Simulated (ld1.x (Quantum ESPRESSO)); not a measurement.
# What the settings do to the PAW potential of Pr (Z = 59)

Base potential:

Pr (Z = 59), PAW, made with ld1.x (Quantum ESPRESSO) 7.5 (PBEsol, scalar-relativistic). Core [Kr] 4d10, reference 4f3 5s2 5p6 5d0 6s0.5 6p0 (charge +1.5). Waves: 5s (bound): rcut 2.35, rcutus 3.05 bohr; 6s (bound): rcut 2.35, rcutus 3.05 bohr; 5p (bound): rcut 2.25, rcutus 2.75 bohr; 6p (bound, empty): rcut 2.25, rcutus 2.75 bohr; 5d (bound, empty): rcut 2.05, rcutus 2.50 bohr; 5d channel at -0.3 Ry: rcut 2.05, rcutus 2.50 bohr; 4f (bound): rcut 1.10, rcutus 1.45 bohr; 4f channel at 0.7 Ry: rcut 1.10, rcutus 1.45 bohr. Local part: all-electron potential smoothed inside 1.10 bohr (lloc = -2). Core correction: Bessel-smoothed model core, default radius (core density twice the valence density). Augmentation charge: PSQ, inside the norm-conserving radii.

All-electron outer shells of the reference configuration (PBEsol, scalar-relativistic, ld1.x):

| shell | level (eV) | outermost node (bohr) | outermost maximum (bohr) |
| --- | --- | --- | --- |
| 4p | -224.03 | 0.32 | 0.60 |
| 4d | -119.48 | 0.30 | 0.64 |
| 5s | -48.25 | 0.74 | 1.35 |
| 5p | -30.64 | 0.79 | 1.53 |
| 6s | -10.51 | 1.79 | 3.48 |
| 4f | -10.36 | – | 0.69 |
| 5d | -10.31 | 0.90 | 2.17 |
| 6p | -7.27 | 2.12 | 4.31 |

Cutoffs, loose and tight: the cutoffs (Ry, on a coarse ladder) from which the occupation-weighted sum of valence levels, in a spherical-Bessel basis at the reference potential, stays within 10 and 1 mRy of its value at 400 Ry. They do not see the model core or the augmentation charge, which bear on the density cutoff. Test errors are all-electron minus pseudo excitation energies from the reference, over the configurations 4f3 5s2 5p6 5d0 6s2 6p0; 4f3 5s2 5p6 5d0 6s1 6p0; 4f3 5s2 5p6 5d0 6s0 6p0; 4f3 5s2 5p6 5d0 6s1 6p1; 4f3 5s2 5p6 5d0 6s0 6p2; 4f3 5s2 5p6 5d1 6s0 6p0; 4f3 5s2 5p5 5d0 6s2 6p0. A dash means not determined; rows that change the core or the reference have their own tests. The largest error is taken over the tests solved by every variant that gives reliable tests at all: 4f3 5s2 5p6 5d0 6s0 6p0; 4f3 5s2 5p6 5d0 6s0 6p2; 4f3 5s2 5p6 5d0 6s1 6p0; 4f3 5s2 5p6 5d0 6s1 6p1; 4f3 5s2 5p6 5d0 6s2 6p0; 4f3 5s2 5p6 5d1 6s0 6p0.

A true bound ghost makes a file unfit for plane-wave use even where its test errors are small: the radial tests pick states by their node count and pass the ghost by.

Cutoffs are not given where the Bessel-basis levels miss the radial ones by over 6 mRy, ghosts where they miss by over 20 mRy; a channel whose overlap is not positive is not tested.

The default core radius of the base comes out at 1.04 bohr.

A file whose overlap is not positive is unfit for use, and its test errors describe a broken file.

```tsv
change	outcome	bound ghosts	largest test error (meV)
base	generated, overlap not positive	not determined (overlap not positive)	-8.7
waves 5s (bound): rcut 2.35, rcutus 2.74 bohr; 6s (bound): rcut 2.35, rcutus 2.74 bohr	failed: new_paw_hamiltonian: negative rho	–	–
waves 5p (bound): rcut 1.94, rcutus 2.06 bohr; 6p (bound): rcut 1.94, rcutus 2.06 bohr	generated, overlap not positive	not determined (overlap not positive)	-8.7
waves 5d (bound): rcut 2.05, rcutus 2.62 bohr; 5d channel at -0.3 Ry: rcut 2.05, rcutus 2.62 bohr	generated, overlap not positive	not determined (overlap not positive)	-8.7
local potential all-electron potential smoothed inside 2.06 bohr (lloc = -2)	generated, overlap not positive	not determined (overlap not positive)	+3.5
functional PBE	generated, overlap not positive	not determined (overlap not positive)	+10
wave 4f channel at 0.7 Ry: rcut 1.10, rcutus 1.45 bohr becomes 4f channel at 0.66 Ry: rcut 1.10, rcutus 1.45 bohr	generated, overlap not positive	not determined (overlap not positive)	-8.7
waves 4f (bound): rcut 1.10, rcutus 1.62 bohr; 4f channel at 0.7 Ry: rcut 1.10, rcutus 1.62 bohr	generated, overlap not positive	not determined (overlap not positive)	+13
core correction Bessel-smoothed model core inside 0.60 bohr	generated, overlap not positive	not determined (overlap not positive)	-8.7
reference 4f3 5s2 5p6 5d0 6s0 6p0	failed: new_paw_hamiltonian: negative rho	–	–
all radii but the core radius scaled by about 1.31 (s 4.00, p 3.62, d 3.28, f 1.90 bohr, rcut 3.08/2.96/2.70/1.44); local potential all-electron potential smoothed inside 1.44 bohr (lloc = -2)	generated, overlap not positive	d (s not tested, overlap not positive)	test run stopped at test 1 of 7 (negative rho)
waves 5p (bound): rcut 2.25, rcutus 2.50 bohr; 6p (bound): rcut 2.25, rcutus 2.50 bohr	generated, overlap not positive	not determined (overlap not positive)	-7.9
```

(1) What comes out with this change to the base: local potential all-electron potential smoothed inside 1.25 bohr (lloc = -1)?

## Answers

(1) outcome: generated, overlap not positive; bound ghosts: not determined (overlap not positive); largest test error (meV): +34. A file whose overlap is not positive is unfit for use, and its test errors describe a broken file.
